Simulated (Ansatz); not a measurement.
Consider the formal exchange of groups at the Al–Zn bond: `[NH2][Zn][AlH][Cl]` + `CSCF` → `C[S][AlH][Cl]` + `[NH2][Zn][CH2]F`.

Computed with Ansatz on PBE0-D4/def2-TZVP structures; ΔE is electronic, products minus reactants. CCSD(T)/CBS is the MP2 limit (def2-TZVPP, def2-QZVPP) plus CCSD(T) − MP2 in def2-TZVPP, frozen cores. DFT in def2-TZVPP. For Zn outer-core shells are correlated without core-valence functions, which leaves a few kJ/mol of doubt a bond. Scalar relativity is left out up to krypton. One conformer a species, not always the lowest.

CCSD(T)/CBS gives -16.5 kcal/mol.

Problem. Another level gave -14.9 kcal/mol. Which?
A. r2SCAN/def2-TZVPP
B. LDA (SPW92)/def2-TZVPP
C. SCS-MP2/def2-TZVPP
D. BLYP/def2-TZVPP

Solution. D. BLYP -14.9, r2SCAN -15.9, SCS-MP2/def2-TZVPP -17.3, LDA (SPW92) -13.7 kcal/mol.

Problem. What do rigid-rotor, harmonic-oscillator terms from PBE0-D4/def2-TZVP frequencies (298.15 K, 1 bar) make of the CCSD(T)/CBS value? (An estimate is asked.)

Solution. Computed: ΔZPE = -0.4 kcal/mol, ΔH = -16.9 kcal/mol, ΔS = -2 J/(mol·K), ΔG = -16.8 kcal/mol.

Largest T1 diagnostic among the species: 0.015.

Leaving LDA and LC-ωPBE aside and taking each functional with its dispersion term where it has one, the values, not all of them listed here, spread over 2.1 kcal/mol, from B2PLYP to revPBE-D4. In def2-TZVPP, CCSD(T) changes the Hartree–Fock value by −2.5 kcal/mol (the triples alone add −0.2 kcal/mol) and MP2 by −4.5 kcal/mol.
